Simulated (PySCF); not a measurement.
Input for PySCF: R-M06-2X/def2-TZVPPD on C2H4 (SMILES C=C).

```python
from pyscf import gto, dft

mol = gto.M(
    atom='''
    C     0.54158541   -0.47513715    0.21440206
    C    -0.39644416    0.46075376    0.22515610
    H     0.53829570   -1.28306080    0.93615322
    H     1.34178418   -0.47278051   -0.51613677
    H    -0.40370765    1.26947999   -0.49598543
    H    -1.19576630    0.44792732    0.95627562
    ''',
    basis='def2-tzvppd',
    charge=0, spin=0, verbose=4, max_memory=1800)
mf = dft.RKS(mol, xc='m062x').density_fit(auxbasis='def2-universal-jkfit')
mf.grids.level = 4
mf.conv_tol = 1e-9
mf.max_cycle = 150
mf.kernel()
mf.dip_moment()
```

**Question.** Predict the final total energy.

**Answer.** -78.5736 hartree.
